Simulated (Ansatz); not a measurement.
`[OH][Mo]([OH])([F])([F])=[S]` and `[OH][Mo]([F])([F])(=[S])[Cl]` differ in one atom or group.

Ansatz, PBE0-D4/def2-TZVP geometries, multiplicity 1. Each molecule was computed in one conformer, which needn't be the lowest.

Elements past krypton have def2 core potentials.

```csv
property,`[OH][Mo]([OH])([F])([F])=[S]`
LUMO energy (PBE0/def2-TZVPP) / eV,-3.72
zero-point energy (PBE0-D4/def2-TZVP) / kJ/mol,89.1
HOMO energy (ωB97M-V/def2-TZVPP) / eV,-10.73
HOMO–LUMO gap (B3LYP/def2-TZVPP) / eV,4.41
HOMO–LUMO gap (ωB97M-V/def2-TZVPP) / eV,9.22
HOMO–LUMO gap (PBE0/def2-TZVPP) / eV,4.88
```

**Question.** What does the change do to each property? (Estimate.)

**Answer.** Computed: 
| property | `[OH][Mo]([F])([F])(=[S])[Cl]` | shift |
| --- | --- | --- |
| LUMO energy (PBE0/def2-TZVPP) / eV | -4.07 | -0.35 |
| zero-point energy (PBE0-D4/def2-TZVP) / kJ/mol | 55.9 | -33.2 |
| HOMO energy (ωB97M-V/def2-TZVPP) / eV | -11.00 | -0.27 |
| HOMO–LUMO gap (B3LYP/def2-TZVPP) / eV | 4.39 | -0.02 |
| HOMO–LUMO gap (ωB97M-V/def2-TZVPP) / eV | 9.11 | -0.11 |
| HOMO–LUMO gap (PBE0/def2-TZVPP) / eV | 4.85 | -0.03 |

The zero-point energy changes by -33.2 kJ/mol with -3 modes.

B3LYP here is the variant with VWN-RPA as its local correlation; programs differ in this.
